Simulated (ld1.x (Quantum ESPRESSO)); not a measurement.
**Transferability test, PAW potential for oxygen (O)**

O, PAW, made with ld1.x (Quantum ESPRESSO) 7.5 (PBE, scalar-relativistic). Core [He], reference 2s1.75 2p4.25. Waves: 2s (bound): rcut 0.65, rcutus 0.85 bohr; 2s channel at -0.8 Ry: rcut 0.65, rcutus 0.85 bohr; 2p (bound): rcut 1.55, rcutus 2.10 bohr; 2p channel at 2.55 Ry: rcut 1.55, rcutus 2.10 bohr. Local part: all-electron potential smoothed inside 1.35 bohr (lloc = -2). Core correction: a·sin(br)/r model core, default radius (ld1.x builds one for every PAW set, though the input has nlcc=.false.). Augmentation charge: PSQ, inside the norm-conserving radii.

Energies are relative to the spin-unpolarised reference configuration 2s1.75 2p4.25; without spin polarisation the order of configurations can differ from experiment.

| valence configuration | charge | ΔE all-electron (eV) | error AE − PS (meV) |
| --- | --- | --- | --- |
| 2s2 2p4 | 0 | -3.734 | 0.0 |
| 2s2 2p2 | +2 | 46.283 | -17 |
| 2s2 2p3.5 | +0.5 | 2.552 | +0.6 |
| 2s1 2p5 | 0 | 11.216 | -0.2 |
| 2s2 2p0 | +4 | 177.057 | -8.3 |
| 2s2 2p4.3 | -0.3 | -5.857 | +0.9 |

Question: What are ΔE and the potential's error for 2s2 2p3?

Answer: ΔE = 12.697 eV all-electron; the error (AE − PS) is +0.7 meV.
